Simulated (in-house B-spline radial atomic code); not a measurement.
Ionising neutral nickel with different functionals

Computed with an all-electron radial atomic-structure program (B-spline basis): four-component Dirac-Coulomb Hamiltonian, Fermi nucleus of rms radius 3.7757 fm, spin-restricted, spherical fractional occupations for the functionals. The ionisation energy is the difference of two self-consistent energies, [Ar] 3d8 4s2 → [Ar] 3d9, without Breit or QED terms; ε is the level of the shell that loses the electron (mean over j). The two configurations differ by more than the removed electron. The electron is taken from both j subshells in proportion to 2j + 1, so the result is a j average, not the step between ground levels.

Hybrids are left out here: with spherical fractional occupations of an open shell their exact exchange keeps a self-interaction that integer-occupation calculations don't have.

```
           method  rung  ΔSCF (eV)  -ε(4s) (eV)
         LDA VWN5   LDA       6.54         5.86
 relativistic LDA   LDA          ?            ?
         LDA PW92   LDA       6.55         5.86
LDA exchange-only   LDA       5.90         4.86
              PBE   GGA       6.32         5.64
           PBEsol   GGA       6.26         5.66
             BLYP   GGA       6.50         5.60
             RPBE   GGA       6.16         5.56
             PW91   GGA       6.35         5.70
             BP86   GGA          ?            ?
             AM05   GGA       6.16         5.60
             OLYP   GGA       5.62         5.31
```

Q: What does BP86 give?

A: ΔSCF 6.50 eV, and -ε(4s) = 5.82 eV.

Q: What does relativistic LDA give?

A: ΔSCF 6.50 eV, and -ε(4s) = 5.85 eV.

Q: How do they compare with the NIST value?

A: NIST lists 7.640 eV (measured, ground level to ground level). Errors run from -2.02 to -1.09 eV. The correlated functionals all miss on the same side by more than they spread, so the cause is common to them (Breit-QED terms, spin polarisation, the choice among j levels, multiplet and fine-structure energies, or a listed next ion that isn't the cheapest removal here) and closeness doesn't rank the functionals.
